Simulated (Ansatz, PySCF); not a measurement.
C2H7BO3, SMILES C[C@H](O)B(O)O. Atoms are numbered in the order given.

```xyz
13

C     -1.7354    -0.4613     0.6179
C     -0.6873     0.4710     0.0302
O     -0.8421     0.6370    -1.3749
B      0.7959    -0.0683     0.2262
O      1.5794    -0.2444    -0.8660
O      1.2542    -0.3482     1.4732
H     -1.5650    -0.6055     1.6952
H     -1.6983    -1.4478     0.1298
H     -2.7557    -0.0600     0.4895
H     -0.7603     1.4531     0.5432
H     -1.7235     0.9741    -1.5639
H      1.0546     0.0069    -1.6425
H      2.1640    -0.6654     1.4512
```

Geometry: PBE0-D3(BJ)/def2-SVP. The structure was generated by enumeration; whether it is a known compound was not checked. The values are those of a single conformer.

Two levels are set side by side: PBE-D3(BJ)/def2-SVP (Ansatz, a quantum-chemistry and plane-wave program) and PBE0-D3(BJ)/def2-SVP (Ansatz). Each level has its own optimised geometry; the coordinates shown are those of the second. Frequencies come from the Hessian of PySCF at each geometry. Differences are taken from unrounded values.

| quantity | PBE0-D3(BJ) |
|---|---|
| mean bond length (Å) | 1.213 |
| bond C1–C2 (Å) | 1.521 |
| bond C2–O3 (Å) | 1.423 |
| bond C2–B4 (Å) | 1.590 |
| bond B4–O5 (Å) | 1.356 |
| bond B4–O6 (Å) | 1.358 |
| bond C1–H7 (Å) | 1.100 |
| bond C1–H8 (Å) | 1.101 |
| bond C1–H9 (Å) | 1.104 |
| bond C2–H10 (Å) | 1.110 |
| bond O3–H11 (Å) | 0.962 |
| bond O5–H12 (Å) | 0.970 |
| bond O6–H13 (Å) | 0.964 |
| highest harmonic wavenumber (cm⁻¹) | 3897 |
| mean harmonic wavenumber (cm⁻¹) | 1405 |
| zero-point energy (kcal/mol) | 66.28 |

**Question.** What does PBE-D3(BJ) give, and how far is it from PBE0-D3(BJ)? (An estimate is asked for; the answer gives what the named calculation found.)

**Answer.** 
```
quantity                            PBE-D3(BJ)  PBE-D3(BJ) minus PBE0-D3(BJ)
----------------------------------  ----------  ----------------------------
mean bond length (Å)                     1.224                         0.011
bond C1–C2 (Å)                           1.530                         0.009
bond C2–O3 (Å)                           1.440                         0.017
bond C2–B4 (Å)                           1.598                         0.008
bond B4–O5 (Å)                           1.367                         0.011
bond B4–O6 (Å)                           1.369                         0.011
bond C1–H7 (Å)                           1.109                         0.008
bond C1–H8 (Å)                           1.109                         0.008
bond C1–H9 (Å)                           1.112                         0.009
bond C2–H10 (Å)                          1.120                         0.009
bond O3–H11 (Å)                          0.974                         0.012
bond O5–H12 (Å)                          0.984                         0.013
bond O6–H13 (Å)                          0.975                         0.012
highest harmonic wavenumber (cm⁻¹)        3725                          -172
mean harmonic wavenumber (cm⁻¹)           1353                           -52
zero-point energy (kcal/mol)             63.82                         -2.47
```

GGA bonds tend to be longer and softer than those of functionals with exact exchange. Differences between two approximate levels are no errors against the true value.
